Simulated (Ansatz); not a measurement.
```yaml
crystal:
  periodic: [false, false, false]
  atoms:
    - {symbol: C, position_ang: [0.373670, -0.814964, -1.527560]}
    - {symbol: O, position_ang: [-0.125831, -0.681378, -0.333972]}
    - {symbol: Si, position_ang: [-0.075054, 0.557069, 0.484394]}
    - {symbol: N, position_ang: [-0.525264, 0.207918, 1.916355]}
    - {symbol: F, position_ang: [1.284365, 1.094833, 0.379108]}
    - {symbol: Cl, position_ang: [-1.167887, 1.930713, -0.182568]}
    - {symbol: H, position_ang: [0.315250, -1.784315, -1.778626]}
    - {symbol: H, position_ang: [-0.150142, -0.274855, -2.195898]}
    - {symbol: H, position_ang: [1.337040, -0.526565, -1.555828]}
    - {symbol: H, position_ang: [-0.295669, -0.586871, 2.329102]}
    - {symbol: H, position_ang: [-0.910309, 0.825975, 2.484444]}
basis:
  gaussian: {orbitals: x2c-TZVPPall}
hamiltonian: {xc: {name: RPBE}, dispersion: d3bj}
charge: 1
output: {forces: true}
```

```sh
$ ansatz run in.yaml --threads 4 --pin off --events-out ev --progress --plain --max-ram 10444MiB
```

Q: How does Ansatz answer? (Best estimate.)

A: Computed: The program refused the input.
```
Error: YAML parse error: error: line 18 column 1: unknown field `charge`, expected one of crystal, accuracy, basis, kpoints, hamiltonian, magnetization, projection, total_charge, correlation, batch, efield, external_charges, scf, relax, neb, saddle, md, ramp, phonons, dielectric, real_time, elastic, magnetic_configurations, gw, evaluate, workflow, output, checkpoint, execution
16 |   gaussian: {orbitals: x2c-TZVPPall}
17 | hamiltonian: {xc: {name: RPBE}, dispersion: d3bj}
18 | charge: 1
19 | output: {forces: true}
```
